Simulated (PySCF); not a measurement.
**Polarisability and C₆ of Si⁻ (silicon, charge -1)**

[Ne] 3s2 3p3, high-spin 4S determinant. Computed with PySCF 2.14 in x2c-TZVPPall with one added diffuse shell each of s, p, d type (6s6p4d1f, 51 functions), with the spin-free X2C one-electron Hamiltonian (Gaussian nucleus). Coupled (time-dependent) response in atomic units; α is the mean over directions.

```tsv
method	mean α (bohr³)	C₆ (like pair)	S(−4)
UHF	108.1	1498	5152
LC-wPBE	105.7	1445	4811
```

S(−4) is the Cauchy moment in α(ω) = α(0) + S(−4) ω² + …

α(iu) at UHF:

| u (hartree) | α(iu) (bohr³) |
| --- | --- |
| 0 | 108.1 |
| 0.0500 | 97.10 |
| 0.100 | 77.06 |
| 0.200 | 46.47 |
| 0.300 | 29.49 |
| 0.500 | 14.25 |
| 0.750 | 7.315 |
| 1.00 | 4.428 |
| 1.50 | 2.152 |
| 2.00 | 1.297 |
| 3.00 | 0.6517 |
| 5.00 | 0.2874 |

A single London oscillator, α(iu) = α/(1 + u²/ω²), gives C₆ = (3/4) ω α². Matching the computed C₆ needs ω = 4 × 1498 / (3 × 108.1²) = 0.171 hartree.

For an ion, C₆ is the dispersion term alone; charge-induced terms of lower order in 1/R come first.
